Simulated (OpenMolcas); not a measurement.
Computed levels of 4d3 in ions with 39 electrons, in cm-1 above 4F 3/2.

```yaml
Program: OpenMolcas 26.06
Method: RASSCF
Basis: ANO-R2
Scalar_Hamiltonian: X2C, finite nucleus
Spin-orbit_coupling: RASSI with atomic mean-field integrals over the reference wave functions, term energies averaged over their components
```

Active space for each ion: 9 electrons in 8 orbitals (RAS1 4p, at most 2 holes; RAS2 4d).

```csv
Level,Nb2+,Mo3+,Tc4+,Rh6+,Pd7+
4F 5/2,537,804,1092,1897,2496
4F 7/2,1235,1829,2459,4163,5383
4F 9/2,2057,3005,3997,6593,8378
4P 1/2,10732,12382,14042,17191,18777
4P 3/2,10805,12409,14001,16843,18131
4P 5/2,11598,13668,15772,20121,22560
2G 7/2,12219,14305,16434,20574,22737
2G 9/2,12841,15145,17473,21974,24282
2P 1/2,14627,17092,19663,24800,27576
```

Problem. Estimate 4F 9/2, 4P 1/2, 4P 3/2 for Ru5+ from its neighbours Tc4+ and Rh6+.

Solution. 4F 9/2 is fine structure, which grows about as the fourth power of a screened charge, so the fourth roots are averaged: ((3997^0.25 + 6593^0.25) / 2)^4 = 5174. The calculation gives 5206, so the estimate is off by -0.6 %.
4P 1/2 is another term, which grows about linearly with the charge: (14042 + 17191) / 2 = 15616. The calculation gives 15620, so the estimate is off by 0 %.
4P 3/2 is another term, which grows about linearly with the charge: (14001 + 16843) / 2 = 15422. The calculation gives 15453, so the estimate is off by -0.2 %.

Mixed levels, with the weight of the term that names them: Rh6+ 4P 3/2 (74 %), Rh6+ 2G 9/2 (74 %), Pd7+ 4P 3/2 (69 %), Pd7+ 2G 9/2 (67 %).

Without dynamic correlation excited terms often stand tens of per cent too high (terms of higher spin than the ground term too low), and those without a measured partner can miss by more than the paired ones. Active for correlation alone: 4p; no level in the range computed is led by a configuration that opens it, so any true level of that kind is missing. Only configurations of the active space appear.
